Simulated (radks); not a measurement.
Spherical quantum dot in the effective-mass picture: electrons in a well V = -V0 / (1 + exp((r - R)/a)) with V0 = 38.2, R = 1.56, a = 0.16, all in effective atomic units (hartree* = m*/eps^2 hartree, bohr* = eps/m* bohr), one dielectric constant everywhere. Method: non-relativistic Kohn-Sham, LDA (Slater exchange, Perdew-Wang correlation), spin-polarised, spherical densities; computed with a radial shooting solver with Libxc functionals. Levels are named by radial order and angular momentum (1s, 1p, 1d, 2s, ...), and open shells are averaged over m.

N = 4, configuration 1s2 1p(up 2, down 0). This is the lowest configuration that the search found. Occupied and some empty levels:

level,occupation,eigenvalue (hartree*),<r> (bohr*)
1s up,1,-31.895,0.7518
1s down,1,-31.680,0.7498
1p up,2,-29.606,0.8907
1p down,0,-29.378,0.8916
1d up,0,-26.723,0.9874
1d down,0,-26.500,0.9893
2s up,0,-25.319,0.8062
2s down,0,-25.163,0.8077
1f up,0,-23.352,1.064
1f down,0,-23.143,1.066

Energy (hartree*): total -130.636, kinetic 11.490, external -148.07, Hartree 8.7241, exchange-correlation -2.7771.
